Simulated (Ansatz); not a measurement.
A geometry relaxed with PBE-D3(BJ)/def2-TZVP in Ansatz (an electronic-structure program), charge 0, multiplicity 1:

```xyz
13

H      2.9780    -1.5043    -1.1802
H      0.1748    -0.1548    -1.8214
C      0.6077    -0.1046    -0.8138
C     -2.5254     0.2593     1.1457
H      0.1482     0.0880     1.2466
H      2.8084    -0.1237     0.8249
H      3.1389     0.8939    -1.3683
Si     2.4562    -0.2139    -0.6262
H     -3.6056     0.3213     1.0127
H     -2.1461     0.3143     2.1689
C     -1.6901     0.1213     0.1012
H     -2.0974     0.0689    -0.9145
C     -0.2476     0.0343     0.2244
```

Task: Write the SMILES of this molecule.

Result: `C=C/C=C/[SiH3]`
